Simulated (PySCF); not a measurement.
ClH6NSi3, SMILES Cl[SiH]1[SiH2]N[SiH2]1. Atoms are numbered in the order given.

```xyz
11

Cl    -2.4065     0.3941     0.0000
Si    -0.6448    -0.7101     0.0000
Si     1.0471     0.0472    -1.4499
N      1.9804     0.3890     0.0000
Si     1.0471     0.0472     1.4499
H     -1.0000    -2.1587     0.0000
H      1.6989    -0.9529    -2.3555
H      0.7164     1.2517    -2.2749
H      2.9268     0.7594     0.0000
H      0.7164     1.2517     2.2749
H      1.6989    -0.9529     2.3555
```
Charge 0, spin multiplicity 1.

The structure is a stationary point at PBE0-D3(BJ)/def2-SVP. This is a generated structure with no PubChem entry under its InChIKey; it may be hypothetical.

Two levels are set side by side: PBE/pcSseg-1 (PySCF) and HF/pcSseg-1 (PySCF). GIAO shifts against HCl (³⁵Cl), NH3 (¹⁵N), TMS (²⁹Si), TMS (¹H) at the same level; non-relativistic, no solvent, atoms listed together averaged. Without spin–orbit terms, shifts of atoms bonded to Cl or Br come out too high at both levels. Differences are taken from unrounded values.

| quantity | HF | PBE | PBE minus HF |
|---|---|---|---|
| δ(³⁵Cl) of Cl1 (ppm) | -131.6 | -72.5 | 59.1 |
| δ(²⁹Si) of Si2 (ppm) | 12.0 | 16.8 | 4.8 |
| δ(²⁹Si) of Si3, Si5 (ppm) | -21.2 | -9.8 | 11.4 |
| δ(¹⁵N) of N4 (ppm) | 11.2 | 29.7 | 18.5 |
| δ(¹H) of H6 (ppm) | 5.62 | 6.42 | 0.81 |
| δ(¹H) of H7, H8, H10, H11 (ppm) | 5.11 | 6.11 | 1.00 |
| δ(¹H) of H9 (ppm) | 0.51 | 0.25 | -0.26 |

Rough cost on one machine, each run with all the roots and properties that it gave: HF against PBE within a factor of 2.
